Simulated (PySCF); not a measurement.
C5H5FO. Atoms are numbered in the order given.

```xyz
12

C      1.8539     0.1731     1.8736
C      1.1057     0.0380     0.9360
C      0.1587    -0.1436    -0.1806
F      0.8113    -0.7842    -1.2029
C     -1.2200    -0.7606     0.1080
C     -1.7514     0.5642    -0.4593
O     -0.4077     1.0559    -0.6306
H      2.5274     0.3001     2.7038
H     -1.4081    -1.6607    -0.4912
H     -1.4298    -0.9476     1.1685
H     -2.2894     0.5004    -1.4189
H     -2.3216     1.1922     0.2430
```
Charge 0, spin multiplicity 1.

Coordinates come from a ωB97X-D3(BJ)/def2-SVP optimisation. The structure was generated by enumeration; whether it is a known compound was not checked.

Calculation: PySCF with ωB97X/def2-TZVP.

Gas-phase values at a fixed geometry.

The total energy is -368.55065 hartree and the highest occupied level is -10.59 eV. The lowest empty level is 2.41 eV, the orbital gap is 13.00 eV and the dipole moment is 2.84 D. The quadrupole, principal values (traceless, Buckingham form, about the centre of nuclear charge) comes out as -6.42, -4.87, 11.29 D·Å, the mean static polarisability comes out as 57.3 bohr³ (8.49 Å³) and the polarisability, principal values is 46.0, 48.9, 76.9 bohr³.
